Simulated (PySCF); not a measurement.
# How methods differ on the interval between two levels of Lu²⁺

Lu²⁺ [Xe] 4f14 6s1 [2S1/2, M_J = 1/2] → Lu²⁺ [Xe] 4f14 6p1 [2P3/2, M_J = 3/2], as a difference of total energies. Computed with PySCF 2.14 in x2c-SVPall-2c with one added diffuse shell each of s, p, d type (8s11p10d2f1g, 114 functions), with the two-component X2C-1e Hamiltonian. Correlated levels: [Ar] 3d10 frozen; the 6 highest virtual spinors dropped. "Screened" scales the spin-orbit matrix elements by Boettger's factors to mimic the two-electron term; Breit and QED terms are absent.

| method | interval between two levels (cm⁻¹) |
| --- | --- |
| GHF (screened spin-orbit) | 40558 |
| GMP2 (screened spin-orbit) | 42839 |
